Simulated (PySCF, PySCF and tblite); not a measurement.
A run on one conformer of C₅H₆BrFSi, numbered as in [F:1][CH2:2][C:3]1=[CH:4][SiH2:5][C:6]([Br:7])=[CH:8]1, from an ensemble study. The sound level was CAM-B3LYP/pcSseg-1 (IEF-PCM, methanol) on GFN2-xTB geometries.

Input:

```
{"job": {"xc": "B3LPY", "basis": "pcSseg-1", "solvent": "chloroform", "kind": "nmr", "pop": false}, "charge": 0, "multiplicity": 1}
F     -2.896121    -0.762115     0.092868
C     -2.110871     0.322615    -0.197105
C     -0.653605     0.019159    -0.038434
C     -0.134500    -1.159333     0.341823
Si     1.740820    -1.059015     0.399707
C      1.577994     0.756789    -0.157355
Br     2.994612     1.974249    -0.459658
C      0.294653     1.093542    -0.319004
H     -2.417965     1.129120     0.481582
H     -2.338774     0.614355    -1.230681
H     -0.763524    -2.002861     0.567221
H      2.439179    -1.851233    -0.608236
H      2.326797    -1.141460     1.734346
H     -0.059372     2.065716    -0.629240
```

Command: OMP_NUM_THREADS=1 python ens_run.py task.json out

Output:

```
KeyError: "LibXCFunctional: name 'B3LPY' not found."
```

Question: What is wrong with this calculation?

Answer: The setting at fault: functional unknown or not served for shieldings. B3LPY is no functional's name. (The solvent model also differs from the sound level's.) The program refused the input.
